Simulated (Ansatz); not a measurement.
input.yaml

```yaml
crystal:
  periodic: [false, false, false]
  atoms:
    - { symbol: C, position_ang: [-1.6359, -0.66, 1.0306] }
    - { symbol: O, position_ang: [-0.4826, 0.1147, 0.9909] }
    - { symbol: C, position_ang: [0.2349, -0.1914, -0.1852] }
    - { symbol: C, position_ang: [1.4247, -1.2089, 0.1661] }
    - { symbol: B, position_ang: [0.9342, 1.1499, -0.7309] }
    - { symbol: "N", position_ang: [0.0571, 2.33, -1.1755] }
    - { symbol: H, position_ang: [-2.1735, -0.411, 1.9837] }
    - { symbol: H, position_ang: [-2.3218, -0.2734, 0.1905] }
    - { symbol: H, position_ang: [-1.4933, -1.6931, 1.0007] }
    - { symbol: H, position_ang: [-0.3523, -0.5897, -0.9855] }
    - { symbol: H, position_ang: [1.9563, -1.4487, -0.7058] }
    - { symbol: H, position_ang: [0.9001, -2.1564, 0.5312] }
    - { symbol: H, position_ang: [1.962, -0.8126, 0.9634] }
    - { symbol: H, position_ang: [2.0822, 1.2735, -0.7616] }
    - { symbol: H, position_ang: [-0.5736, 1.9322, -1.9189] }
    - { symbol: H, position_ang: [-0.5413, 2.6221, -0.3495] }
basis:
  gaussian: { orbitals: def2-SVP }
hamiltonian:
  xc: b3lyp
  dispersion: d4
relax:
  f_tol: 0.015
  max_steps: 40
```

Command:

```bash
$ ansatz run input.yaml --threads 2 --pin off --max-ram 3072MiB --backend cpu --events-out ev --progress --plain --runs-dir out
```

Hardware: 2 threads of Arm Neoverse V2 (shared host).

Q: Roughly how long does this run take, and how much memory?

A: 91 s, with a peak of 0.36 GiB, for 22 ionic steps.
